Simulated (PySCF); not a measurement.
SiCl2HI, SMILES Cl[SiH](Cl)I. Atoms are numbered in the order given.

```xyz
5

Si    -0.9257    -0.5513     0.0000
Cl    -1.8444     0.2088    -1.6794
Cl    -1.8444     0.2088     1.6794
I      1.4476     0.0498     0.0000
H     -1.0527    -2.0220     0.0000
```
Charge 0, spin multiplicity 1.

Geometry optimised at B3LYP-D3(BJ)/def2-SVP. The def2 effective core potentials stand for the cores of I; spin–orbit coupling is left out.

Computed with PySCF with ωB97X/def2-TZVP.

Isolated molecule, no solvent.

### Question
Estimate the frontier levels, gap, dipole moment and polarisability. (An estimate is asked for; the answer gives what the named calculation found.)

### Answer

```
Item                                                                                                            Value
---------------------------------------------------------------------------------------------  ----------------------
highest occupied level                                                                                      -10.35 eV
lowest empty level                                                                                            0.74 eV
orbital gap                                                                                                  11.08 eV
dipole moment                                                                                                  0.84 D
quadrupole, principal values (traceless, Buckingham form, about the centre of nuclear charge)  -2.15, -1.03, 3.17 D·Å
mean static polarisability                                                                      77.2 bohr³ (11.44 Å³)
polarisability, principal values                                                               61.4, 75.2, 95.1 bohr³
```
